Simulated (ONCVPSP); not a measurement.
Configuration tests for F (ONCV)

* Element: F
* Generator: ONCVPSP 4.0.1
* Type: optimised norm-conserving Vanderbilt (ONCV)
* Functional: PBE
* Relativity: scalar-relativistic
* Frozen core: [He]
* Valence charge: 7
* Reference configuration: 2s2 2p5
* Partial waves: 2s: rc 0.60 bohr, ncon 4, nbas 8, qcut 13.2 1/bohr, 2 projectors, debl 1.3 Ha; 2p: rc 1.35 bohr, ncon 4, nbas 9, qcut 12.1 1/bohr, 2 projectors, debl 1.2 Ha; d scattering state at 0.21 Ha: rc 1.45 bohr, ncon 4, nbas 7, qcut 6.1 1/bohr, 3 projectors, debl 0.7 Ha
* Local potential: polynomial inside 0.50 bohr (lpopt 5, dvloc0 0 Ha)
* Core correction: Teter function, fcfact 4.25, rcfact 1.15

Energies are relative to the spin-unpolarised reference configuration 2s2 2p5; without spin polarisation the order of configurations can differ from experiment.

| valence configuration | charge | ΔE all-electron (eV) | error AE − PS (meV) |
| --- | --- | --- | --- |
| 2s2 2p4 | +1 | 19.390 | +16 |
| 2s2 2p3 | +2 | 57.775 | +137 |
| 2s2 2p2 | +3 | 118.412 | +547 |
| 2s1 2p6 | 0 | 18.813 | +14 |

Levels in the configuration 2s2 2p2:

```
level  all-electron (eV)  pseudo (eV)
   2s            -91.208      -91.003
   2p            -72.761      -72.112
```

Note: ghosts flagged at negative energy: s at -423.2 eV, d at -331.7 eV; no localised positive-energy state flagged. A true bound ghost makes a file unfit for plane-wave use.
